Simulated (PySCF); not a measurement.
## Sc²⁺ (scandium, charge +2) across methods

[Ar] 4s1, 2S determinant (an excited configuration). All numbers are calculated (PySCF 2.14, the non-relativistic Hamiltonian (point nucleus), in aug-cc-pVTZ (8s7p5d3f2g, 93 functions)).

```csv
method,E (hartree),mean ε 3p α (eV),mean ε 3p β (eV),mean ε 4s α (eV),Σ⟨r²⟩ (bohr²),⟨S²⟩
UHF,-758.98034,-63.970,-63.775,-20.867,23.07,0.750
B3LYP,-759.790,-56.906,-56.751,-19.118,22.54,0.750
PBE0,-759.588,-57.457,-57.257,-19.133,22.64,0.750
PW91,-759.772,-54.951,-54.747,-18.476,22.57,0.750
PBE,-759.537,-54.862,-54.655,-18.401,22.59,0.750
wB97X,-759.775,-59.945,-59.867,-20.891,22.65,0.750
r2SCAN,-759.729,-55.742,-55.581,-18.508,22.70,0.750
r2SCANh,-759.731,-56.657,-56.494,-18.798,22.70,0.750
LDA,-757.808,-54.877,-54.698,-18.611,22.48,0.750
```
